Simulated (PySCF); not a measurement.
## How methods differ on the ionisation energy of Ir²⁺

Ir²⁺ [Xe] 4f14 5d7 (4F) → Ir³⁺ [Xe] 4f14 5d6 (5D), as a difference of total energies. All numbers are calculated (PySCF 2.14, scalar relativity through the core potential, in cc-pVDZ-PP with ECP60MDF). Correlated levels: valence: 5s2 5p6 frozen. The calculations carry no spin-orbit coupling.

| method | ionisation energy (eV) |
| --- | --- |
| UHF | 27.491 |
| PBE0 | 29.200 |
| M06-L | 29.260 |
| MP2 (valence) | 28.516 |
| SCS-MP2 (valence) | 28.610 |

Problem. How much does correlation contribute at MP2 (valence)?

Solution. 28.516 − (27.491) = 1.025 eV, measured against UHF.

The reference lies between the lowest fine-structure levels, while these numbers refer to the centres of the terms.

Errors of the correlated levels include the incompleteness of this basis and the frozen core.

For comparison: 28 ± 1.6 eV (theoretical estimate listed by NIST; NIST Atomic Spectra Database, ionization energies).
